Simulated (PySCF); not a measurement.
OP, SMILES O=[P], multiplicity 2. Geometry: PBE0-D3(BJ)/def2-TZVPD.

Computed equilibrium geometry at PBE0-D3(BJ)/def2-TZVPD (PySCF confirms it by a frequency run) as bond lengths and angles, and its point group:
point group C∞v.
Atoms: P1 O2. Bonds (Å): P1–O2 1.474.
Charge 0, spin multiplicity 2.
